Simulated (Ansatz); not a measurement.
`[NH2][V](=[O])([Cl])[Cl]` + H–F → `[NH2][V](=[O])([F])[Cl]` + HCl at 400 K and 1 bar (ligand exchange at a V–Cl bond).

Isolated molecules relaxed with PBE0-D4/def2-TZVP in Ansatz; ΔE leaves out vibrations. CCSD(T)/CBS adds triple-zeta CCSD(T) − MP2 to the extrapolated MP2 energy (def2 sets, frozen cores). This one scheme is used for every species. For V outer-core shells are correlated without core-valence functions, which leaves a few kJ/mol of doubt a bond. Scalar relativity is left out up to krypton. Each species was taken in one conformer, which may not be the lowest.

| species | CCSD(T)/CBS energy (Eh) | H − E (kJ/mol) | S (J/(mol·K)) |
| --- | --- | --- | --- |
| `[NH2][V](=[O])([Cl])[Cl]` | -1994.25563 | 116.7 | 382.0 |
| H–F | -100.39570 | 36.5 | 182.2 |
| `[NH2][V](=[O])([F])[Cl]` | -1634.26730 | 118.0 | 369.4 |
| HCl | -460.38127 | 29.6 | 195.4 |

H − E and S are ideal-gas, rigid-rotor, harmonic terms from PBE0-D4/def2-TZVP, for one conformer and one mirror image of each species. 1 Eh = 2625.50 kJ/mol, R = 8.31446 J/(mol·K).

Problem. By hand: ΔE, ΔH, ΔS and ΔG.

Solution. ΔE = (-1634.26730) + (-460.38127) − (-1994.25563) − (-100.39570) = 0.00276 Eh = 7.2 kJ/mol. Δ(H − E) = 118.0 + 29.6 − 116.7 − 36.5 = -5.6, so ΔH = 1.6 kJ/mol. ΔS = 369.4 + 195.4 − 382.0 − 182.2 = 0.6 J/(mol·K). ΔG = 1.6 − 400 × (0.6)/1000 = 1.4 kJ/mol.

Problem. By hand: the equilibrium constant, and the temperature at which ΔG would vanish if ΔH and ΔS stayed fixed.

Solution. log₁₀ K = −ΔG/(RT ln 10) = -0.2. ΔG = 0 at ΔH/ΔS = 2667 K, far beyond where these terms or the molecules hold.

The number of gas molecules stays the same, so ΔS is small and ΔH decides. The sign of ΔG lies within the doubt. A doubt of 5 kJ/mol in ΔE shifts log₁₀ K by 0.7 here. Other conformers and mirror images would add mixing entropy, several J/(mol·K) or more a flexible species. These are equilibria of isolated gas molecules and say nothing of rates. Largest T1 diagnostic: 0.032 (customary marks: 0.02 for closed shells, 0.045 for open ones).
